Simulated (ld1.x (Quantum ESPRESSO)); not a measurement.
Ca: one change to a TM potential, before and after

* Element: Ca (Z = 20)
* Generator: ld1.x (Quantum ESPRESSO) 7.5
* Type: norm-conserving Troullier–Martins (Kleinman–Bylander form)
* Functional: revPBE
* Relativity: scalar-relativistic
* Frozen core: [Ne]
* Valence charge: 10
* Reference configuration: 3s2 3p6 3d0 4s2 4p0
* Partial waves: 3s (bound): rc 1.85 bohr; 3p (bound): rc 1.85 bohr; 3d (bound, empty): rc 1.55 bohr
* Local potential: all-electron potential smoothed inside 1.80 bohr (lloc = -1)
* Core correction: none

Occupied shells without a wave of their own: 4s. They enter only through the test configuration that unscreens the potential.

All-electron outer shells of the reference configuration (revPBE, scalar-relativistic, ld1.x):

| shell | level (eV) | outermost node (bohr) | outermost maximum (bohr) |
| --- | --- | --- | --- |
| 2s | -414.51 | 0.10 | 0.30 |
| 2p | -334.72 | – | 0.25 |
| 3s | -47.16 | 0.45 | 0.99 |
| 3p | -28.04 | 0.42 | 1.06 |
| 4s | -3.74 | 1.43 | 3.42 |
| 3d | -1.90 | – | 1.27 |
| 4p | -1.41 | 1.63 | 4.34 |

Change: wave 3p (bound): rc 1.85 bohr becomes 3p (bound): rc 2.74 bohr.

Cutoffs: the cutoffs (Ry, on a coarse ladder) from which the occupation-weighted sum of valence levels, in a spherical-Bessel basis at the reference potential, stays within 10 and 1 mRy of its value at 400 Ry; they do not see the model core or the augmentation charge, which bear on the density cutoff. Errors are all-electron minus pseudo energies relative to the spin-unpolarised reference configuration.

Question: How do hardness, ghosts and transferability respond?

Answer: The potential gets softer (30 Ry and 55 Ry → 25 Ry and 50 Ry); of the 7 tests that both files solve, the error grows in 4 and shrinks in 0 by more than 15 % and 0.3 meV (median size 36.8 → 44.7 meV); neither file shows a bound ghost. A larger radius leaves more room for a smooth pseudo-wave, so fewer plane waves are needed. More of the atom is replaced by a form fitted at one configuration, so other configurations suffer.

| quantity | base | changed |
| --- | --- | --- |
| cutoff, loose | 30 Ry | 25 Ry |
| cutoff, tight | 55 Ry | 50 Ry |
| loose cutoff by channel (10 mRy a level) | s 21 Ry, p 25 Ry | s 21 Ry, p 21 Ry |
| bound ghosts | none | none |
| error for 3s2 3p6 3d0 4s1 4p0, meV [ΔE 6.25 eV] | -28 | -29 |
| error for 3s2 3p6 3d0 4s0 4p0, meV [ΔE 17.98 eV] | -84 | -93 |
| error for 3s2 3p6 3d0 4s1.5 4p0, meV [ΔE 2.48 eV] | -12 | -12 |
| error for 3s1 3p6 3d0 4s2 4p0, meV [ΔE 54.29 eV] | -56 | -119 |
| error for 3s2 3p6 3d1 4s0 4p0, meV [ΔE 7.60 eV] | -37 | -45 |
| error for 3s2 3p5 3d0 4s2 4p0, meV [ΔE 34.68 eV] | +47 | +139 |
| error for 3s2 3p6 3d1 4s1 4p0, meV [ΔE 2.28 eV] | -12 | -17 |

Base: The cutoffs count occupied waves only; the empty 3d level needs 55 Ry at the loose tolerance. Changed file: The cutoffs count occupied waves only; the empty 3d level needs 55 Ry at the loose tolerance.
